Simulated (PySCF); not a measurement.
## Potential energy of KCd along the bond

Set-up: K def2-SVP, Cd def2-SVP with ECP28; scalar-relativistic core potentials (PySCF 2.14). Energies in eV from K + Cd in their ground configurations at the same level. State: ²Σ⁺ (doublet), unpaired electrons σ ↑.

```
R (Å)  r²SCAN0  UHF-MP2  UHF-SCS-MP2
3.616  -0.0882   0.0100       0.0404
3.777  -0.1041  -0.0149       0.0118
3.897  -0.1087  -0.0261      -0.0018
4.018  -0.1089  -0.0328      -0.0108
4.138  -0.1062  -0.0366      -0.0167
4.299  -0.0997  -0.0387      -0.0213
4.500  -0.0893  -0.0385      -0.0237
4.741  -0.0757  -0.0361      -0.0240
```

Task: Put a parabola through the three lowest points of the r²SCAN0 curve and estimate Re, k and ωe (reduced mass 29.03 u; 1 eV/Å² = 0.16022 mdyn/Å; ωe = 1302.8·√(k/μ) cm⁻¹).

Result: Through R = 3.897, 4.018, 4.138 Å the second-order coefficient is 0.100 eV/Å², so Re ≈ 3.966 Å, k ≈ 0.0321 mdyn/Å and ωe ≈ 43 cm⁻¹. A polynomial fit of higher order to the unrounded r²SCAN0 energies gives Re = 3.964 Å, k = 0.0382 mdyn/Å, ωe = 47.3 cm⁻¹; anharmonicity and rounding make the difference.

The higher-order fit for each curve: r²SCAN0: Re = 3.964 Å, ωe = 47.3 cm⁻¹, De = 0.109 eV; UHF-MP2: Re = 4.375 Å, ωe = 23.8 cm⁻¹, De = 0.039 eV. UHF-SCS-MP2 gives no reliable minimum on this grid.

Correlated steps freeze 5 core orbitals. The bond is weak. Basis-set superposition, not corrected here, can be much of De in a small basis, most of all at correlated wavefunction levels. Functionals without a dispersion term scatter widely for such bonds, and LDA overbinds them. Spin–orbit coupling is left out. The state is the lowest determinant that a PBE0 search found; another state may lie lower at other levels.
